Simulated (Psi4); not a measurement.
F (SMILES [F]), doublet. Base run: Psi4 1.11 with B3LYP/STO-3G.

Psi4 was given this input:
```
memory 2 GB

molecule {
0 2
F     0.00000000    0.00000000    0.00000000
}

set {
  basis sto-3g
  reference uks
}

energy('b3lyp')
print_variables()
```

The base run was repeated with changes; each row names its change, and settings that it needs were set with it.

| change | ΔE vs base (mEh) | SCF cycles | grid points | basis functions |
|---|---|---|---|---|
| base | 0.000 | 2 | 20234 | 5 |
| df_basis_scf = cc-pvtz-jkfit | 0.202 | 2 | 20234 | 5 |
| guess = sadno | 0.000 | 3 | 20234 | 5 |
| level_shift = 0.3 | 0.000 | 2 | 20234 | 5 |
| guess = gwh | 0.000 | 3 | 20234 | 5 |
| damping_percentage = 20 | 0.000 | 2 | 20234 | 5 |
| puream = false | 0.043 | 2 | 20234 | 5 |
| scf_type = direct | 0.368 | 4 | 20234 | 5 |
| dft_basis_tolerance = 1e-8 | 0.000 | 2 | 19328 | 5 |
| puream = true | 0.000 | 2 | 20234 | 5 |
| e_convergence = 1e-10 | 0.000 | 2 | 20234 | 5 |
| dft_radial_scheme = mura | 0.000 | 2 | 20838 | 5 |
| dft_radial_scheme = multiexp | 0.000 | 2 | 22348 | 5 |

Open shells are given as the SCF converged; they aren't shown to be the lowest states, and a large step between rows can be another state.
